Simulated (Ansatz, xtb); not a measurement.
Two isomers of C2H7BrSi

We compare I, `C[SiH](C)Br`, a singlet, with II, `CC[SiH2]Br`, a singlet. Both are isolated molecules in the gas phase, relaxed with PBE0-D3(BJ)/def2-SVP, each in the lowest conformer that the search found.

I (Å):

```json
{"atom": "C", "x (Å)": "-2.1899", "y (Å)": "-1.1231", "z (Å)": "0.8137"}
{"atom": "C", "x (Å)": "0.1403", "y (Å)": "-2.6111", "z (Å)": "-0.6038"}
{"atom": "Br", "x (Å)": "0.7599", "y (Å)": "-1.2381", "z (Å)": "2.3786"}
{"atom": "Si", "x (Å)": "-0.3603", "y (Å)": "-1.1396", "z (Å)": "0.4338"}
{"atom": "H", "x (Å)": "-2.4515", "y (Å)": "-0.2645", "z (Å)": "1.4497"}
{"atom": "H", "x (Å)": "-2.7715", "y (Å)": "-1.0534", "z (Å)": "-0.1199"}
{"atom": "H", "x (Å)": "-2.4849", "y (Å)": "-2.0441", "z (Å)": "1.3392"}
{"atom": "H", "x (Å)": "0.0549", "y (Å)": "0.1353", "z (Å)": "-0.2221"}
{"atom": "H", "x (Å)": "-0.3752", "y (Å)": "-2.5826", "z (Å)": "-1.5775"}
{"atom": "H", "x (Å)": "1.2251", "y (Å)": "-2.6127", "z (Å)": "-0.7862"}
{"atom": "H", "x (Å)": "-0.1257", "y (Å)": "-3.5512", "z (Å)": "-0.0970"}
```

II (Å):

```xyz
11

C    -0.1003    2.7843   -0.1038
C     0.7222    1.5201   -0.3303
Br    1.0126    0.9534    2.9731
Si    0.4619    0.1738    0.9482
H     0.0947    3.5359   -0.8840
H    -1.1810    2.5717   -0.1125
H     0.1360    3.2442    0.8681
H     1.8014    1.7499   -0.3536
H     0.4879    1.0652   -1.3103
H     1.3231   -1.0124    0.6750
H    -0.9678   -0.2479    1.0163
```

Energies in hartree; the thermal terms are from PBE0-D3(BJ)/def2-SVP harmonic frequencies (ideal gas, rigid rotor, one conformer each, 298.15 K, 1 atm) and include the zero-point energy:

|  | I | II |
| --- | --- | --- |
| E, CCSD(T)/def2-SVP | −2941.457266 | −2941.440258 |
| E, MP2/def2-SVP | −2941.393230 | −2941.374734 |
| E, MP2/def2-TZVPP | −2942.038659 | −2942.015443 |
| zero-point energy | 0.083634 | 0.083910 |
| H(298 K) − E | 0.091467 | 0.091213 |
| G(298 K) − E | 0.052151 | 0.052531 |

Task: Correct the CCSD(T) difference for the basis set by the MP2 change, then work out ΔE, ΔE₀, ΔH and ΔG for I → II in kJ/mol (1 Eh = 2625.50 kJ/mol) and the equilibrium ratio [II]/[I].

Result: 1. Differences II − I: CCSD(T) +0.017008, MP2 in the small set +0.018496, MP2 in the large set +0.023216 Eh.
2. ΔE = +0.017008 + (+0.023216 − (+0.018496)) = +0.021728 Eh = +57.05 kJ/mol.
3. ΔE₀ = ΔE + ΔZPE = +0.021728 + (+0.000276) Eh = +57.77 kJ/mol.
4. ΔH = ΔE + (−0.000254) Eh = +56.38 kJ/mol.
5. ΔG = ΔE + (+0.000380) Eh = +58.04 kJ/mol, so ΔS = (ΔH − ΔG)/T = −5.6 J/(mol K).
6. kT = 0.9442 mEh, so K = [II]/[I] = exp(−ΔG/kT) = exp(−23.41) ≈ 6.8 × 10^−11.

Structure I is favoured at this temperature. An error of 4 kJ/mol in ΔG would change K by a factor of 5. GFN2-xTB gave ΔE the other sign. Mirror images and further conformers aren't counted.

As drawn, II has 1 C–C, 1 Si–H in place of 1 C–Si, 1 C–H.

Other levels gave ΔE = −18.7 (GFN2-xTB); +52.0 (HF/STO-3G, GFN2-xTB geometries); +56.3 (r2SCAN-D4/def2-SVP, GFN2-xTB geometries); +51.9 (PBE0-D3(BJ)/def2-SVP); +48.9 (HF/def2-SVP); +48.6 (MP2/def2-SVP); +44.7 (CCSD(T)/def2-SVP) kJ/mol. The correlated steps freeze 16 core orbitals; the filled d shell of Br is correlated, in a basis made for valence electrons. Programs: Ansatz 0.2.0, xtb 6.7.1.
